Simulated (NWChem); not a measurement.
System: CH4F2Sn; SMILES [SnH]([CH3])([F])[F]

def2 effective core potentials on Sn; no spin-orbit coupling.

Task: Give the equilibrium geometry at PBE0/def2-SVP with def2 effective core potentials on Sn (NWChem) as a list of bonds and angles, with the point group.

Result: point group Cs; any orientation.
Bonded distances (Å): Sn1–C2 2.124, Sn1–F3 1.936, Sn1–F4 1.936, Sn1–H5 1.705, C2–H6 1.098, C2–H7 1.098, C2–H8 1.098. Bond angles (°): C2–Sn1–F3 107.1, C2–Sn1–F4 107.1, C2–Sn1–H5 125.0, F3–Sn1–F4 103.0, F3–Sn1–H5 106.3, F4–Sn1–H5 106.3, Sn1–C2–H6 107.9, Sn1–C2–H7 111.1, Sn1–C2–H8 107.9, H6–C2–H7 110.0, H6–C2–H8 109.8, H7–C2–H8 110.0.
